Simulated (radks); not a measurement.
Task: The selenium ion Se13+ is in [Ar] 3d3. Method: scalar-relativistic Kohn-Sham, BLYP, spin-polarised, spherical densities, finite nucleus; Fermi nuclear charge, rms radius of each element as measured or else 0.836 A^(1/3) + 0.57 fm; computed with a radial shooting solver on a logarithmic mesh with Libxc functionals. Open shells are filled with parallel spins first. One electron is removed from 3p, 3d, 3s, 2p in turn, with full relaxation. Which removal costs least, and what does each cost?

Result: 3d 427.72 eV; 3p 515.55 eV; 3s 577.04 eV; 2p 1867.9 eV. The 3d electron leaves first.
